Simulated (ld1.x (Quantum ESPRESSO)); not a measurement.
## An all-electron radial function and its pseudo partner (arsenic (As))

Columns: radius, all-electron u(r) and pseudo u(r) of the 4p shell (level -5.19 eV) of arsenic in the configuration [Ar] 3d10 4s2 4p3; PBE, scalar-relativistic, TM semilocal scheme, ld1.x (Quantum ESPRESSO) 7.5.

```json
{"r (bohr)": "0.095", "all-electron": "0.1680", "pseudo": "0.0030"}
{"r (bohr)": "0.190", "all-electron": "0.0568", "pseudo": "0.0121"}
{"r (bohr)": "0.285", "all-electron": "-0.1406", "pseudo": "0.0273"}
{"r (bohr)": "0.380", "all-electron": "-0.2587", "pseudo": "0.0485"}
{"r (bohr)": "0.475", "all-electron": "-0.2773", "pseudo": "0.0759"}
{"r (bohr)": "0.570", "all-electron": "-0.2243", "pseudo": "0.1093"}
{"r (bohr)": "0.665", "all-electron": "-0.1311", "pseudo": "0.1486"}
{"r (bohr)": "0.760", "all-electron": "-0.0210", "pseudo": "0.1935"}
{"r (bohr)": "0.855", "all-electron": "0.0916", "pseudo": "0.2433"}
{"r (bohr)": "0.950", "all-electron": "0.1982", "pseudo": "0.2971"}
{"r (bohr)": "1.045", "all-electron": "0.2946", "pseudo": "0.3532"}
{"r (bohr)": "1.140", "all-electron": "0.3787", "pseudo": "0.4097"}
{"r (bohr)": "1.235", "all-electron": "0.4504", "pseudo": "0.4643"}
{"r (bohr)": "1.330", "all-electron": "0.5099", "pseudo": "0.5149"}
{"r (bohr)": "1.425", "all-electron": "0.5583", "pseudo": "0.5594"}
{"r (bohr)": "1.520", "all-electron": "0.5964", "pseudo": "0.5963"}
{"r (bohr)": "1.615", "all-electron": "0.6253", "pseudo": "0.6251"}
{"r (bohr)": "1.710", "all-electron": "0.6460", "pseudo": "0.6460"}
{"r (bohr)": "1.805", "all-electron": "0.6596", "pseudo": "0.6596"}
{"r (bohr)": "1.900", "all-electron": "0.6669", "pseudo": "0.6669"}
{"r (bohr)": "1.995", "all-electron": "0.6688", "pseudo": "0.6688"}
{"r (bohr)": "2.090", "all-electron": "0.6662", "pseudo": "0.6662"}
{"r (bohr)": "2.185", "all-electron": "0.6597", "pseudo": "0.6597"}
{"r (bohr)": "2.280", "all-electron": "0.6501", "pseudo": "0.6501"}
{"r (bohr)": "2.375", "all-electron": "0.6378", "pseudo": "0.6378"}
{"r (bohr)": "2.470", "all-electron": "0.6234", "pseudo": "0.6234"}
```

Question: How many radial nodes do the two functions have?

Answer: The all-electron 4p function has n − l − 1 = 2; the pseudo-wave has 0, since the states of the same l below it are removed with the core.

Question: At about which radius was the pseudo-wave matched?

Answer: 1.90 bohr. The columns agree to 0.0005 from 1.52 bohr on; several derivatives are matched, so the curves merge somewhat inside the radius.

Question: Is the pseudo-wave norm-conserving?

Answer: Yes: the TM semilocal scheme keeps the norm inside the radius equal to the all-electron one, which fixes the energy derivative of the logarithmic derivative at the level.
